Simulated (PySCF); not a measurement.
Pb₂O at several levels of theory

All levels use the PBE0 minimum (triplet; O–Pb 2.078 Å (×2); Pb–O–Pb 180.0°), basis [O def2-SVP, Pb def2-SVP with ECP60], scalar-relativistic core potentials, density fitting, no spin–orbit coupling, PySCF. For vertical energies the ionised species is a doublet (spins chosen at PBE0 and kept) and the electron-attached one a quartet. Atomisation goes to high-spin ground-configuration atoms, without zero-point energy. Open shells are unrestricted, also as the reference of the correlated levels. A dash marks a value that was not computed or is not defined at that level.

```
  level  atomisation (kJ/mol)  vertical IP (eV)  vertical EA (eV)  −ε(HOMO) (eV)
   PBE0                   596              5.49              0.71           3.90
     HF                   218              5.38              0.38           5.94
    MP2                     –              5.40             -0.45              –
    PBE                   706              5.59              0.45           3.32
CCSD(T)                     –                 ?                 ?              –
 r2SCAN                     –                 ?                 ?              ?
  B3LYP                   625              5.53              0.62           3.71
  TPSSh                   627              5.48              0.57           3.53
  wB97X                   634              5.49              0.35           5.68
```

Problem. Fill in the row of CCSD(T).

Solution. vertical IP (eV) 5.33, vertical EA (eV) 0.47.

Problem. Fill in the row of r2SCAN.

Solution. vertical IP (eV) 5.67, vertical EA (eV) 0.67, −ε(HOMO) (eV) 3.57.

For Pb₂O itself CCSD(T) correlates 34 electrons; T1 = 0.032, D1 = 0.164, (T) = -41 kJ/mol.

Spin contamination in at least one species weakens the values at: HF, MP2, CCSD(T).

Without diffuse functions attachment energies tend to come out too low.

No spin–orbit coupling is included, which matters more the heavier the element.
